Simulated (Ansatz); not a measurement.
Relaxation of BH$_{6}$NO$_{2}$ (10 atoms, charge 0, multiplicity 1), to a largest force component of 0.03 eV/Å in at most 50 steps.

Method: RKS B3LYP-D4/def2-SVP in Ansatz 0.2.0.

```xyz
10
Properties=species:S:1:pos:R:3:forces:R:3
B -0.060 0.442 -0.456 0.03 -0.30 -0.03
N -0.001 0.023 2.263 -0.13 0.52 -0.43
H -0.811 -0.063 2.875 -0.05 -0.05 0.12
H 0.807 0.198 2.860 0.05 -0.01 0.09
O 1.148 -0.098 -0.776 -0.06 0.04 -0.05
H 1.119 -1.016 -1.074 0.00 0.01 0.01
O -1.280 -0.135 -0.648 0.01 0.10 -0.02
H -1.263 -1.051 -0.948 0.03 -0.06 -0.02
H -0.057 1.553 -0.010 0.00 0.27 -0.18
H -0.152 0.903 1.736 0.12 -0.53 0.51
```

Task: Where does it end, and by what steps?

Result: The run converged. The force dipped under the threshold on the way, but the program's further checks kept it going. After 31 steps the energy has fallen by 0.087 eV; H10 moved furthest, 0.83 Å.

| step | energy less start (eV) | largest force component (eV/Å) | accepted |
| --- | --- | --- | --- |
| 0 | 0.0000 | 0.532 | yes |
| 2 | -0.0484 | 0.997 | no |
| 4 | -0.0708 | 0.104 | yes |
| 6 | -0.0774 | 0.058 | yes |
| 8 | -0.0788 | 0.027 | yes |
| 10 | -0.0792 | 0.032 | yes |
| 12 | -0.0799 | 0.084 | yes |
| 14 | -0.0807 | 0.143 | yes |
| 16 | -0.0821 | 0.102 | yes |
| 18 | -0.0831 | 0.098 | yes |
| 20 | -0.0845 | 0.049 | yes |
| 22 | -0.0851 | 0.095 | yes |
| 24 | -0.0861 | 0.031 | yes |
| 26 | -0.0854 | 0.184 | no |
| 28 | -0.0867 | 0.010 | yes |
| 30 | -0.0869 | 0.031 | yes |
| 31 | -0.0870 | 0.009 | yes |

```xyz
10
Properties=species:S:1:pos:R:3
B 0.028 0.435 -0.424
N -0.085 0.214 2.091
H -0.289 -0.562 2.723
H 0.831 0.578 2.358
O 1.150 -0.329 -0.616
H 0.971 -1.261 -0.794
O -1.251 0.033 -0.707
H -1.342 -0.912 -0.880
H 0.199 1.612 -0.227
H -0.763 0.948 2.299
```

Whether the end is a true minimum wasn't checked by a vibrational analysis.

Time of the run: 59 s on 2 threads of Arm Neoverse V1 (shared host), peak memory 0.15 GiB.
